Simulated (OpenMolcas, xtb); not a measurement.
# BGeSiH4F (SMILES F[SiH]1[BH][GeH2]1): the dipole moment, rung by rung

BGeSiH4F: 8 atoms, total charge 0, spin state singlet. SMILES: `F[SiH]1[BH][GeH2]1`. The shape is that of a PBE0-D4/def2-TZVP optimisation.

Each level gives the dipole moment (D). The values are calculated.

| level | kind | program | value (D) |
| --- | --- | --- | --- |
| GFN1-xTB | semi-empirical | xtb | 2.39 |
| HF/def2-SVP | Hartree–Fock | OpenMolcas | 2.17 |
| SVWN5/def2-SVP | LDA | OpenMolcas | 1.53 |
| BLYP/def2-SVP | GGA | OpenMolcas | 1.36 |
| M06-L/def2-SVP | meta-GGA | OpenMolcas | 1.75 |
| M06-2X/def2-SVP | hybrid meta-GGA | OpenMolcas | 1.98 |

All-electron rows without a relativistic Hamiltonian named are non-relativistic. The values span 1.36 to 2.39 D. Magnitudes only.
